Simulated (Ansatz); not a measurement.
Reaction (formal exchange of groups at a B–Br bond): `BBr` + `Cl[CH2][GeH3]` → `B[CH](Cl)[GeH3]` + HBr

Calculated with Ansatz (gas phase, PBE0-D4/def2-TZVP geometries, no zero-point term in ΔE). CBS: MP2 limit from def2 TZ/QZ plus the TZ coupled-cluster correction, frozen cores. Functionals use def2-TZVPP. B3LYP here is the variant with VWN-RPA as its local correlation; programs differ in this. For Br, Ge outer-core shells are correlated without core-valence functions, which leaves a few kJ/mol of doubt a bond. Scalar relativity is left out up to krypton.

```csv
level,ΔE (kJ/mol),difference from CCSD(T)/CBS
PBE-D4,59.2,-7.0
r2SCAN-D4,62.1,-4.1
PBE0-D4,62.0,-4.2
B3LYP-D4,62.6,-3.6
ωB97X-V,65.4,-0.8
ωB97M-V,61.9,-4.3
B2PLYP,68.7,2.5
PBE,63.0,-3.2
r2SCAN,63.2,-3.0
PBE0,65.5,-0.7
B3LYP,68.8,2.6
HF/def2-TZVPP,81.4,15.2
MP2/def2-TZVPP,66.7,0.5
SCS-MP2/def2-TZVPP,69.2,3.0
CCSD/def2-TZVPP,67.6,1.4
CCSD(T)/def2-TZVPP,65.8,-0.4
HF/def2-QZVPP,81.1,14.9
MP2/def2-QZVPP,66.8,0.6
SCS-MP2/def2-QZVPP,69.4,3.2
HF/CBS(def2),81.0,14.8
MP2/CBS(def2),67.1,0.9
CCSD/CBS(def2),68.0,1.8
CCSD(T)/CBS,66.2,0
```

Largest T1 diagnostic among the species: 0.011.

The D4 term adds −6.2 kJ/mol with B3LYP and −3.4 kJ/mol with PBE0; it sums over pairs of atoms, weighted by their polarisabilities, and B3LYP, whose exchange is more repulsive, gets the larger term. In def2-TZVPP, CCSD(T) changes the Hartree–Fock value by −15.7 kJ/mol (the triples alone add −1.8 kJ/mol) and MP2 by −14.7 kJ/mol.
